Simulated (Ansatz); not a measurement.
Ansatz (a program for electronic structure) input:

Ansatz 0.2 input:
```yaml
crystal:
  periodic: [false, false, false]
  atoms:
    - {symbol: O, position_ang: [-0.00000000, -0.00000000, -2.05214360]}
    - {symbol: B, position_ang: [-0.00000000, -0.00000000, -0.81622604]}
    - {symbol: B, position_ang: [0.00000000, 0.00000000, 0.81622604]}
    - {symbol: O, position_ang: [0.00000000, 0.00000000, 2.05214360]}
basis:
  gaussian:
    orbitals: aug-cc-pVDZ
total_charge: 1
magnetization: {spin_polarized: true, initial_magnetization: 1}
correlation: {method: ccsd_t, electrons: outside_noble_gas}
output: {forces: true}
```

Problem. What final total energy does it print?

Solution. -199.27702 Eh (CCSD(T)/aug-cc-pVDZ). The basis has 92 functions.

The program attaches cautions to this result: other roots.

The determinant is spin-contaminated: <S^2> is 1.24 against 0.75 for a pure state.
